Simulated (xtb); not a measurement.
C$_{3}$H$_{9}$N, charge +1, doublet, from a rough starting geometry (a state made from the parent by changing its charge; the spin is typed, not shown lowest); xtb 6.7.1 with GFN2-xTB.

Input for xtb:
```
$ xtb mol.xyz --gfn 2 --chrg 1 --uhf 1 --opt vtight --json

# file mol.xyz
13

C     -0.38034273     1.30660617     0.24733439
N     -0.17331328    -0.11019280     0.43941870
C      1.27135726    -0.42588150     0.29170080
C     -0.99032104    -0.89320475    -0.50221485
H     -0.05076700     1.69824064    -0.67826721
H      0.17878238     1.87212676     1.08379267
H     -1.42601613     1.56842854     0.37591379
H      1.68348617    -0.16714543    -0.66034966
H      1.37392662    -1.52840609     0.50035948
H      1.86107950     0.07368277     1.05333434
H     -0.70850007    -0.63792830    -1.55153869
H     -0.75326698    -1.92055390    -0.32229882
H     -1.99523215    -0.66320616    -0.36094320
```

Output, abridged:

```
   ID    Z sym.   atoms
    1    6 C      1, 3, 4
    2    7 N      2
    3    1 H      5-13

           -------------------------------------------------
          |                Calculation Setup                |
           -------------------------------------------------

           -------------------------------------------------
          |                 G F N 2 - x T B                 |
           -------------------------------------------------

          ...................................................
          :                      SETUP                      :
          :.................................................:
          :  # basis functions                  25          :
          :  # atomic orbitals                  25          :
          :  # shells                           17          :
          :  # electrons                        25          :
          :  max. iterations                   250          :
          :  Hamiltonian                  GFN2-xTB          :
          :  restarted?                      false          :
          :  GBSA solvation                  false          :
          :  PC potential                    false          :
          :  electronic temp.          300.0000000     K    :
          :  accuracy                    1.0000000          :
          :  -> integral cutoff          0.2500000E+02      :
          :  -> integral neglect         0.1000000E-07      :
          :  -> SCF convergence          0.1000000E-05 Eh   :
          :  -> wf. convergence          0.1000000E-03 e    :
          :  Broyden damping             0.4000000          :
          :  net charge                          1          :
          :  unpaired electrons                  1          :
          ...................................................

 iter      E             dE          RMSdq      gap      omega  full diag
   1    -13.5450626 -0.135451E+02  0.317E+00    9.99       0.0  T
   2    -13.6155029 -0.704403E-01  0.195E+00   10.68       1.0  T
   3    -13.6186062 -0.310330E-02  0.113E+00   10.63       1.0  T
   4    -13.6188065 -0.200326E-03  0.144E-01   10.70       1.0  T
   5    -13.6188334 -0.268418E-04  0.687E-02   10.70       1.0  T
   6    -13.6188335 -0.955185E-07  0.134E-02   10.69       2.1  T
   7    -13.6188344 -0.898093E-06  0.399E-03   10.69       7.0  T
   8    -13.6188344 -0.326869E-07  0.746E-04   10.69      37.2  T
   9    -13.6188344 -0.293038E-08  0.204E-04   10.69     135.9  T

   *** convergence criteria satisfied after 9 iterations ***

         :::::::::::::::::::::::::::::::::::::::::::::::::::::
         ::                     SUMMARY                     ::
         :::::::::::::::::::::::::::::::::::::::::::::::::::::
         :: total energy             -13.430939717408 Eh    ::
         :: gradient norm              0.150456233425 Eh/a0 ::
         :: HOMO-LUMO gap             10.693964385895 eV    ::
         ::.................................................::
         :: SCC energy               -13.618828631600 Eh    ::
         :: -> isotropic ES            0.095680195141 Eh    ::
         :: -> anisotropic ES         -0.012388901935 Eh    ::
         :: -> anisotropic XC          0.011490160595 Eh    ::
         :: -> dispersion             -0.004625346422 Eh    ::
         :: repulsion energy           0.187888914192 Eh    ::
         :: add. restraining           0.000000000000 Eh    ::
         :: total charge               1.000000000000 e     ::
         :::::::::::::::::::::::::::::::::::::::::::::::::::::

      -----------------------------------------------------------
     |                   =====================                   |
     |                        A N C O P T                        |
     |                   =====================                   |
     |               Approximate Normal Coordinate               |
     |                Rational Function Optimizer                |
      -----------------------------------------------------------
      -----------------------------------------------------------
     |                   =====================                   |
     |                        A N C O P T                        |
     |                   =====================                   |
     |               Approximate Normal Coordinate               |
     |                Rational Function Optimizer                |
      -----------------------------------------------------------

          ...................................................
          :                      SETUP                      :
          :.................................................:
          :   optimization level         verytight          :
          :   max. optcycles                   260          :
          :   ANC micro-cycles                  20          :
          :   degrees of freedom                33          :
          :.................................................:
          :   RF solver                   davidson          :
          :   write xtbopt.log                true          :
          :   linear?                        false          :
          :   energy convergence         0.1000000E-06 Eh   :
          :   grad. convergence          0.2000000E-03 Eh/α :
          :   maxmium RF displ.          1.0000000          :
          :   Hlow (freq-cutoff)         0.1000000E-01      :
          :   Hmax (freq-cutoff)         5.0000000          :
          :   S6 in model hess.         20.0000000          :
          ...................................................

generating ANC from exact Hessian ...
Using Lindh-Hessian (1995)
 Shifting diagonal of input Hessian by    1.3461722512204156E-003
 Lowest  eigenvalues of input Hessian
    0.000000    0.000000    0.000000    0.000000    0.000000    0.000000
    0.010000    0.010615    0.010911    0.016997    0.018669    0.022024
[...]
 * total energy  :   -13.4647004 Eh     change       -0.2451237E-04 Eh
 * total energy  :   -13.4647072 Eh     change       -0.6821349E-05 Eh
 * total energy  :   -13.4647206 Eh     change       -0.1335491E-04 Eh
 * total energy  :   -13.4647214 Eh     change       -0.7974691E-06 Eh
 * total energy  :   -13.4647220 Eh     change       -0.6639540E-06 Eh
 * total energy  :   -13.4647240 Eh     change       -0.2019007E-05 Eh
 * total energy  :   -13.4647280 Eh     change       -0.3949303E-05 Eh
 * total energy  :   -13.4647318 Eh     change       -0.3837597E-05 Eh
 * total energy  :   -13.4647350 Eh     change       -0.3162183E-05 Eh
 * total energy  :   -13.4647355 Eh     change       -0.4661502E-06 Eh
 * total energy  :   -13.4647356 Eh     change       -0.1072790E-06 Eh
 * total energy  :   -13.4647356 Eh     change       -0.5751392E-07 Eh
   *** GEOMETRY OPTIMIZATION CONVERGED AFTER 42 ITERATIONS ***
         :: total energy             -13.464735629279 Eh    ::
[...]
         ::.................................................::
         :: SCC energy               -13.657374981299 Eh    ::
         :: -> isotropic ES            0.093814818120 Eh    ::
         :: -> anisotropic ES         -0.013268459743 Eh    ::
         :: -> anisotropic XC          0.011257266841 Eh    ::
         :: -> dispersion             -0.004597346330 Eh    ::
         :: repulsion energy           0.192639352020 Eh    ::
         :: add. restraining           0.000000000000 Eh    ::
         :: total charge               1.000000000000 e     ::
         :::::::::::::::::::::::::::::::::::::::::::::::::::::

           -------------------------------------------------
          |                Property Printout                |
           -------------------------------------------------

    * Orbital Energies and Occupations

         #    Occupation            Energy/Eh            Energy/eV
      -------------------------------------------------------------
         1        2.0000           -0.8807788             -23.9672
         2        2.0000           -0.8410137             -22.8851
         3        2.0000           -0.8410082             -22.8850
         4        2.0000           -0.7696010             -20.9419
         5        2.0000           -0.7579380             -20.6245
         6        2.0000           -0.7383285             -20.0909
         7        2.0000           -0.7383278             -20.0909
         8        2.0000           -0.6772239             -18.4282
         9        2.0000           -0.6772216             -18.4281
        10        2.0000           -0.6730103             -18.3135
        11        2.0000           -0.6730086             -18.3135
        12        2.0000           -0.6621236             -18.0173
        13        1.0000           -0.5701162             -15.5137 (HOMO)
        14                         -0.1944205              -5.2905 (LUMO)
        15                         -0.0774192              -2.1067
        16                         -0.0773833              -2.1057
        17                         -0.0606807              -1.6512
        18                         -0.0189939              -0.5169
        19                         -0.0189382              -0.5153
        20                         -0.0108795              -0.2960
        21                         -0.0108554              -0.2954
        22                          0.0291101               0.7921
        23                          0.0346241               0.9422
        24                          0.1172006               3.1892
        25                          0.1172262               3.1899
      -------------------------------------------------------------
                  HL-Gap            0.3756957 Eh           10.2232 eV
             Fermi-level           -0.4991941 Eh          -13.5838 eV

     #   Z          covCN         q      C6AA      α(0)
     1   6 C        3.699    -0.098    22.542     6.790
     2   7 N        2.727     0.101    19.509     6.560
     3   6 C        3.699    -0.098    22.542     6.790
     4   6 C        3.699    -0.098    22.542     6.790
     5   1 H        0.924     0.141     1.457     1.888
     6   1 H        0.924     0.141     1.457     1.888
     7   1 H        0.925     0.116     1.642     2.004
     8   1 H        0.924     0.141     1.456     1.887
     9   1 H        0.924     0.140     1.458     1.888
    10   1 H        0.925     0.116     1.642     2.004
    11   1 H        0.924     0.140     1.458     1.888
    12   1 H        0.925     0.116     1.642     2.004
    13   1 H        0.924     0.141     1.456     1.887

 Mol. C6AA /au·bohr⁶  :        882.270491
 Mol. C8AA /au·bohr⁸  :      18418.893247
 Mol. α(0) /au        :         44.269472

Wiberg/Mayer (AO) data.
largest (>0.10) Wiberg bond orders for each atom

 ---------------------------------------------------------------------------
     #   Z sym  total        # sym  WBO       # sym  WBO       # sym  WBO
 ---------------------------------------------------------------------------
     1   6 C    3.947 --     2 N    1.098     7 H    0.970     5 H    0.905
                             6 H    0.905
     2   7 N    3.480 --     1 C    1.098     4 C    1.098     3 C    1.098
     3   6 C    3.947 --     2 N    1.098    10 H    0.970     9 H    0.905
                             8 H    0.905
     4   6 C    3.947 --     2 N    1.098    12 H    0.970    11 H    0.905
                            13 H    0.905
     5   1 H    0.977 --     1 C    0.905
     6   1 H    0.977 --     1 C    0.905
     7   1 H    0.986 --     1 C    0.970
     8   1 H    0.977 --     3 C    0.905
     9   1 H    0.977 --     3 C    0.905
    10   1 H    0.986 --     3 C    0.970
    11   1 H    0.977 --     4 C    0.905
    12   1 H    0.986 --     4 C    0.970
    13   1 H    0.977 --     4 C    0.905
 ---------------------------------------------------------------------------

Topologies differ in total number of bonds
Writing topology from bond orders to xtbtopo.mol

molecular dipole:
                 x           y           z       tot (Debye)
 q only:       -0.016       0.025      -0.012
   full:       -0.016       0.025      -0.012       0.081
molecular quadrupole (traceless):
                xx          xy          yy          xz          yz          zz
 q only:        1.724      -0.526       1.877       1.898       1.643      -3.601
  q+dip:        1.348      -0.410       1.465       1.479       1.283      -2.813
   full:        1.455      -0.443       1.583       1.599       1.386      -3.038

optimized geometry written to: xtbopt.xyz

           -------------------------------------------------
          | TOTAL ENERGY              -13.464735629279 Eh   |
          | GRADIENT NORM               0.000062794693 Eh/α |
          | HOMO-LUMO GAP              10.223201453909 eV   |
           -------------------------------------------------
```
